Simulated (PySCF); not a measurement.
Compound: C₅H₇Si (doublet state).
SMILES with atom numbers: `[CH3:1][Si:2]1[CH:3]=[CH:4][CH:5]=[CH:6]1` (hydrogens: H7, H8, H9 on C1; H10 on C3; H11 on C4; H12 on C5; H13 on C6)

Structure used (GFN2-xTB), in Å, numbered top down from 1:
```
atom  x, y, z in Å
C1     2.4423    0.4658    0.2494
Si2    0.5979    0.1129    0.0471
C3    -0.4025   -1.4240    0.0449
C4    -1.7111   -1.0470   -0.1243
C5    -1.9642    0.3475   -0.2477
C6    -0.8749    1.1799   -0.1863
H7     2.7215    1.3666   -0.2883
H8     3.0351   -0.3575   -0.1370
H9     2.7035    0.6050    1.2943
H10   -0.1039   -2.4525    0.1454
H11   -2.5213   -1.7591   -0.1640
H12   -2.9705    0.7140   -0.3820
H13   -0.9563    2.2491   -0.2692
```

Method used: UKS B3LYP, pcH-1 on C H Si, non-relativistic, mean-field spin-orbit, GIAO (PySCF 2.14.0). Geometry: GFN2-xTB; no solvent, vibrations or thermal averaging. GFN2-xTB frequencies show an imaginary mode (20i cm⁻¹), so this geometry is no minimum at that level. The geometry wasn't refined by DFT: couplings that depend on bond lengths, twists or pyramidal angles can differ widely from those at the functional's own minimum, by a factor of two or more for some ions and for spin on atoms past the first row. The SCF solution wasn't tested for stability.

Question: Where do the isotropic ENDOR lines of C3/C6, C1, C4/C5, H7/H8/H9, H11/H12, H10/H13 and Si2 fall at 336.9 mT, to first order?

Answer: For S = 1/2 in fast tumbling each set of equivalent nuclei gives two lines, ν± = |νn ± a/2| to first order, with νn = g_N μN B/h and μN/h = 7.62259 MHz/T.

```csv
nuclei,isotope,g_N,νn (MHz),a_iso (MHz),lower line (MHz),upper line (MHz)
C3/C6,13C,1.4048,3.61,-17.41,5.10,12.31
C1,13C,1.4048,3.61,-9.57,1.18,8.39
C4/C5,13C,1.4048,3.61,8.79,0.79,8.00
H7/H8/H9,1H,5.5857,14.34,23.84,2.43,26.26
H11/H12,1H,5.5857,14.34,-16.06,6.31,22.38
H10/H13,1H,5.5857,14.34,-2.13,13.28,15.41
Si2,29Si,-1.1106,2.85,-101.44,47.87,53.57
```

The rows for 13C and 29Si, of low natural abundance, apply to labelled samples.

Question: Which pairs are centred on the nuclear Larmor frequency, and which on half the coupling?

Answer: Centred on νn, since |a| < 2νn: H7/H8/H9, H11/H12 and H10/H13. Centred on |a|/2 and split by 2νn: C3/C6, C1, C4/C5 and Si2.

Nuclei that the bonding pattern makes equivalent are averaged, as if the motion that swaps them (rotation, inversion, ring flip) were fast. The three 1H nuclei of mean +23.8 MHz run from 12.0 to 47.4 MHz in the frozen geometry.

The largest Mulliken spin populations are on Si2 (+0.69), C5 (+0.19) and C4 (+0.19). Three atoms exceed +0.15. The angles at Si2 add up to 360.0°, so it is planar.
